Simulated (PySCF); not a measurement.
Worked example: dipole moment from atomic charges

Mg(F)(SeH) (FHMgSe), SMILES [SeH][Mg][F]. Atoms are numbered in the order given.

```xyz
4

Mg    -0.0033     1.2271     0.0000
F      0.0019     2.9960     0.0000
Se    -0.0418    -1.1916     0.0000
H      1.4427    -1.1739     0.0000
```
Charge 0, spin multiplicity 1.

Geometry optimised at PBE-D3(BJ)/def2-TZVP. Other conformers were not sampled.

Charges (e) from B3LYP/def2-TZVPD (PySCF):

```json
[
 {"atom": "Mg1", "IAO": "1.573", "ESP fit": "0.917"},
 {"atom": "F2", "IAO": "-0.890", "ESP fit": "-0.566"},
 {"atom": "Se3", "IAO": "-0.730", "ESP fit": "-0.430"},
 {"atom": "H4", "IAO": "0.047", "ESP fit": "0.079"}
]
```

The dipole moment of the full density is 0.96 D.

**Question.** What dipole moment does each set of point charges give, and which comes closer to that of the density?

**Answer.** 
μ = Σ q r, and 1 e Å = 4.8032 D.
IAO: Σ q r = (0.091, 0.078, 0.000) e Å, |μ| = 0.58 D.
ESP fit: Σ q r = (0.128, -0.151, 0.000) e Å, |μ| = 0.95 D.
ESP fit comes closer in size. Point charges leave out the atoms' own dipoles (lone pairs, polarised bonds); fits to the potential absorb them, partitions of the density don't.
